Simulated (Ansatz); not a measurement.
A series at Si: from `[SiH3][SiH2][SiH2][SiH2][GeH3]`, ligands are replaced one by one, each step taking up H₂ and setting free SiH₄; n counts the steps. Ansatz, PBE0-D4/def2-TZVP geometries. Each molecule was computed in one conformer, which needn't be the lowest.

CBS adds triple-zeta CCSD(T) − MP2 to the MP2 limit, frozen cores; atoms without spin–orbit coupling. Outer-core shells of Ge are correlated without core-valence functions. Scalar relativity is left out up to krypton. Spin–orbit coupling is left out.

| n | molecule | atomization energy, CCSD(T)/CBS (kJ/mol) |
| --- | --- | --- |
| 0 | `[SiH3][SiH2][SiH2][SiH2][GeH3]` | ? |
| 1 | `[SiH3][SiH2][SiH2][GeH3]` | 3933.2 |
| 2 | `[SiH3][SiH2][GeH3]` | 3041.5 |
| 3 | `[SiH3][GeH3]` | 2151.3 |
| 4 | GeH₄ | 1251.4 |

Task: By hand: fit a straight line y = ȳ + b (n − n̄) to the 4 given rows and predict n = 0.

Result: n̄ = 2.500, ȳ = 2594.35; Σ(n − n̄)(y − ȳ) = -4467.80, Σ(n − n̄)² = 5.000, so b = -893.56 kJ/mol a step. Prediction: 2594.35 + (-893.56) × (-2.500) = 4828.2 kJ/mol.

Task: By hand: compare with the computed value, 4826.1 kJ/mol, and give the steps along the whole series.

Result: The line misses by -2.1 kJ/mol (computed minus predicted). Steps: -892.9, -891.7, -890.2, -899.9 kJ/mol.

The steps differ by at most 9.7 kJ/mol, 1.1 % of a mean step, so the ligands' effects nearly add and a line is close. The miss is 0.1 % of the series' range. The energies themselves are unsure by some kJ/mol a bond, though much of that is common to the series.
